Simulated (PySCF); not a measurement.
NICS in isomers of C9H6ClN.

Probes without a nucleus sit at each ring's centroid and 1 Å off its mean plane on both sides; NICS is minus the shielding there, NICSzz its component along the normal. Level: GIAO PBE0/pcSseg-1 (PySCF, non-relativistic, gas phase) on the GFN2-xTB geometries, one conformer each. Atom numbers follow the mapped SMILES.

**Question.** Order these rings by mean NICS(1)zz, lowest (most negative) first (ppm).
A. ring C3–C4–C5–C6–C9–C11 in `[CH2:1]=[CH:2][c:3]1[cH:4][cH:5][c:6]([C:7]#[N:8])[c:9]([Cl:10])[cH:11]1`
B. ring C3–C4–C5–C6–C10–C11 in `[N:1]#[C:2][c:3]1[cH:4][cH:5][c:6](/[CH:7]=[CH:8]/[Cl:9])[cH:10][cH:11]1`
C. ring C2–C3–C4–C5–C10–C11 in `[Cl:1][c:2]1[cH:3][cH:4][c:5]2[cH:6][n:7][cH:8][cH:9][c:10]2[cH:11]1`

**Answer.** C (-27.7), B (-25.1), A (-23.4).

| SMILES | ring | NICS(0) | NICS(1) | NICS(1)zz | HOMA | rms pucker (Å) | ring atoms with four or more neighbours |
| --- | --- | --- | --- | --- | --- | --- | --- |
| Clc1ccc2cnccc2c1 | 6-membered carbocycle; formal bonds all aromatic | -9.4 | -11.6 | -27.7 | 0.86 | 0.00 | 0 |
| N#Cc1ccc(/C=C/Cl)cc1 | 6-membered carbocycle; formal bonds all aromatic | -8.0 | -10.6 | -25.1 | 0.97 | 0.00 | 0 |
| C=Cc1ccc(C#N)c(Cl)c1 | 6-membered carbocycle; formal bonds all aromatic | -8.2 | -10.2 | -23.4 | 0.98 | 0.00 | 0 |

NICS(0) gives another order. The isotropic NICS(1) gives the same order. HOMA uses Krygowski's 1993 parameters. NICS(1) and NICS(1)zz are means over the two faces.
